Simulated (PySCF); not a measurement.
C₂H₉NSi₂, SMILES [SiH3]N1C[SiH2]C1.

Coordinates come from a B3LYP-D3(BJ)/def2-SVP optimisation. This is a generated structure with no PubChem entry under its InChIKey; it may be hypothetical.

Computed with PBE/def2-TZVP in PySCF.

The molecule is in vacuum.

```json
{
 "total_energy": "-714.91646 hartree",
 "point_group": "Cs",
 "highest_occupied_level": "-5.10 eV",
 "lowest_empty_level": "-0.90 eV",
 "orbital_gap": "4.21 eV",
 "dipole_moment": "0.91 D",
 "quadrupole, principal values (traceless, Buckingham form, about the centre of nuclear charge)": "-2.58, -0.44, 3.02 D·Å",
 "mean_static_polarisability": "87.4 bohr³ (12.95 Å³)",
 "polarisability_principal_values": "73.8, 80.2, 108.2 bohr³"
}
```
